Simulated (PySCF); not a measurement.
Species: C4H2F6.
Z-matrix (Å and degrees, PBE0-D3(BJ)/def2-SVP geometry), rows numbered from 1:
```
C 
C   1  1.3247
F   2  1.3272  1  123.17
C   2  1.5068  1  125.03  3   179.99
F   4  1.3454  2  109.98  1  -123.87
F   4  1.3424  2  109.89  1    -4.20
C   4  1.5453  2  113.82  1   115.93
F   7  1.3244  4  110.55  2    64.54
F   7  1.3237  4  109.82  2  -175.26
F   7  1.3281  4  109.78  2   -55.61
H   1  1.0910  2  120.33  3    -0.59
H   1  1.0888  2  119.77  3   179.71
```

Level: PBE0/pcSseg-1 and PBE0/def2-SVPD in PySCF, non-relativistic, on one gas-phase PBE0-D3(BJ)/def2-SVP geometry that isn't relaxed in the solvent. The solvent is an IEF-PCM continuum (cavity from Bondi-type radii × 1.2). Specific hydrogen bonds and non-electrostatic terms are outside this model.

Gas phase at PBE0/pcSseg-1: HOMO -8.56 eV, LUMO -0.85 eV, dipole 2.08 D.

Q: What does the continuum do to the energy, the frontier levels and the dipole at PBE0/pcSseg-1 in chloroform?

A: 
| solvent | ε | E(solvent) − E(gas) (kcal/mol) | polarisation term (kcal/mol) | distortion of the solute (kcal/mol) | HOMO (eV) | LUMO (eV) | dipole (D) |
| --- | --- | --- | --- | --- | --- | --- | --- |
| chloroform | 4.711 | -1.68 | -1.85 | 0.17 | -8.37 | -0.66 | 2.47 |

Polarisation term: ½ Σ q·V over the induced surface charges. Distortion: the rise of the solute's own energy as its density leaves the gas-phase optimum.

Q: Which radius a makes the point-dipole formula ΔE = −[(ε − 1)/(2ε + 1)]·μ²/a³ give the value in chloroform, with the gas-phase dipole?

A: μ = 0.819 au and |ΔE| = 0.00268 Eh give a = 2.37 Å; the farthest nucleus lies 2.97 Å from the centroid of the nuclei, so such a sphere wouldn't even hold the nuclei. The formula assumes a rigid point dipole at the centre of a sphere.

Q: Which Hirshfeld charges (PBE0/pcSseg-1) respond most in chloroform (means over atoms taken as equivalent)?

A: 
```
    atoms              environment  gas (e)  solvent (e)  change
       C1     terminal =CH2 carbon   -0.105       -0.098  +0.007
      H11         vinylic hydrogen   +0.068       +0.076  +0.008
       F3           vinyl fluorine   -0.067       -0.074  -0.007
      H12         vinylic hydrogen   +0.060       +0.066  +0.006
       C2       vinylic C–F carbon   +0.056       +0.051  -0.005
    F5/F6  fluorine of a CF2 group   -0.077       -0.080  -0.003
F8/F9/F10  fluorine of a CF3 group   -0.081       -0.082  -0.001
       C7               CF3 carbon   +0.236       +0.236   0.000
```

Q: Which Mayer bond orders change most in chloroform?

A: 
```
  bond  length (Å)    gas  solvent  change
 C2–F3       1.327  0.983    0.971  -0.012
 C4–F5       1.345  0.958    0.952  -0.006
C1–H11       1.091  0.930    0.925  -0.005
 C7–F9       1.324  1.028    1.024  -0.004
 C1–C2       1.325  1.895    1.898  +0.003
 C7–F8       1.324  1.031    1.028  -0.003
 C4–C7       1.545  0.906    0.908  +0.002
C1–H12       1.089  0.941    0.939  -0.002
```

Gas phase at PBE0/def2-SVPD: HOMO -8.65 eV, LUMO -1.02 eV, dipole 2.23 D.

Q: What does the continuum do to the energy, the frontier levels and the dipole at PBE0/def2-SVPD in chloroform?

A: 
| solvent | ε | E(solvent) − E(gas) (kcal/mol) | polarisation term (kcal/mol) | distortion of the solute (kcal/mol) | HOMO (eV) | LUMO (eV) | dipole (D) |
| --- | --- | --- | --- | --- | --- | --- | --- |
| chloroform | 4.711 | -1.71 | -1.91 | 0.20 | -8.44 | -0.81 | 2.67 |

Q: How does the static polarisability (PBE0/def2-SVPD, frozen core, with the continuum's full static response) change?

A: 
| medium | isotropic (au) | principal values (au) | ⟨r²⟩ of the electrons (bohr²) |
| --- | --- | --- | --- |
| gas | 53.6 | 45.0, 50.4, 65.4 | 1147.2 |
| chloroform | 63.0 | 52.6, 59.3, 77.1 | 1146.6 |

The isotropic value in chloroform is 1.18 times the gas-phase one; no cavity-field correction is applied. ⟨r²⟩ is taken about the centre of nuclear charge.
